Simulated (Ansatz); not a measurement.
`C[NH][GeH]([F])[Cl]` + H₂ → `[F][GeH2][Cl]` + CH₃NH₂  (hydrogenolysis of a Ge–N bond)

Calculated with Ansatz (gas phase, PBE0-D4/def2-TZVP geometries, no zero-point term in ΔE). CBS: MP2 limit from def2 TZ/QZ plus the TZ coupled-cluster correction, frozen cores. This one scheme is used for every species. For Ge outer-core shells are correlated without core-valence functions, which leaves a few kJ/mol of doubt a bond. Scalar relativity is left out up to krypton. One conformer a species, not always the lowest.

| species | CCSD(T)/def2-SVP energy (Eh) |
| --- | --- |
| `C[NH][GeH]([F])[Cl]` | -2729.97800 |
| H₂ | -1.16345 |
| `[F][GeH2][Cl]` | -2635.63114 |
| CH₃NH₂ | -95.50852 |

**Question.** Work out ΔE.

**Answer.** ΔE = (-2635.63114) + (-95.50852) − (-2729.97800) − (-1.16345) = 0.00179 Eh = +1.1 kcal/mol. CCSD(T)/CBS gives +2.2 kcal/mol.

Largest T1 diagnostic among the species: 0.011.

In def2-TZVPP, CCSD(T) changes the Hartree–Fock value by +5.3 kcal/mol (the triples alone add +1.2 kcal/mol) and MP2 by +7.1 kcal/mol. The D4 term adds +3.0 kcal/mol with B3LYP and +1.7 kcal/mol with PBE0; it sums over pairs of atoms, weighted by their polarisabilities, and B3LYP, whose exchange is more repulsive, gets the larger term. From r2SCAN to r2SCAN0 (25 % exact exchange), in def2-TZVPP and without D4, ΔE moves by −0.9 kcal/mol.

B3LYP here is the variant with VWN-RPA as its local correlation; programs differ in this.
